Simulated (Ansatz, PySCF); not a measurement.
Gas-phase reaction (SMILES): C[C@H]1CO1 + 3 C (CH4) + O (H2O) → 2 CC (C2H6) [ethane] + 2 CO (CH4O) [methanol]; bond separation energy.

Each molecule is optimised on its own at B3LYP-D3(BJ)/def2-TZVP (Ansatz, a quantum-chemistry and plane-wave program). Valence correlation only, unless marked. No spin-orbit coupling. No relativistic terms. CBS(X,Y): correlation extrapolated as X^-3; Hartree-Fock from the larger set. The bracket is a focal-point correction in the basis named. Thermal terms are rigid-rotor harmonic-oscillator values from B3LYP-D3(BJ) frequencies (PySCF) at 298.15 K and 1 atm. 1 Eh = 627.5095 kcal/mol.

```csv
species,"E, RI-MP2/CBS(cc-pVTZ,cc-pVQZ)+[CCSD(T)-MP2]/cc-pVTZ (Ansatz) (Eh)","E, PBE0-D4/def2-TZVPD (Ansatz + dftd4) (Eh)",H - E (Eh),G - E (Eh)
C[C@H]1CO1,-192.89121,-192.96578,0.09061,0.05888
C (CH4),-40.46125,-40.47492,0.04840,0.02728
CC (C2H6),-79.71807,-79.75255,0.07887,0.05302
CO (CH4O),-115.61425,-115.64059,0.05533,0.02827
O (H2O),-76.37659,-76.38102,0.02495,0.00353
```

Task: Work out ΔE and ΔH, ΔG, ΔS and the equilibrium constant at 298.15 K at the first level, then ΔH at the second.

Result: 
1. ΔE = [2×(-79.71807) + 2×(-115.61425)] - [(-192.89121) + 3×(-40.46125) + (-76.37659)] = -0.01309 Eh = -8.2 kcal/mol at RI-MP2/CBS(cc-pVTZ,cc-pVQZ)+[CCSD(T)-MP2]/cc-pVTZ.
2. The terms H - E add up to 0.00764 Eh, so ΔH = (-0.01309 + (0.00764))×627.5095 = -3.4 kcal/mol.
3. The terms G - E add up to 0.01833 Eh, so ΔG = 3.3 kcal/mol, and ΔS = (0.00764 - (0.01833))×627509.5/298.15 = -22.5 cal/(mol K).
4. log10 K = -ΔG/(RT ln 10) = -2.4, with RT ln 10 = 1.3642 kcal/mol.
5. With ΔH and ΔS taken as constant, ΔG changes sign near ΔH/ΔS = 150 K, a rough figure that leaves out heat capacities.
6. At PBE0-D4/def2-TZVPD the same steps give ΔE = -9.2 and ΔH = -4.4 kcal/mol, a shift of -1.0 from the first level.
7. These values are not checked against measurement here, since the tables used lack a sound gas-phase enthalpy of formation for at least one species.
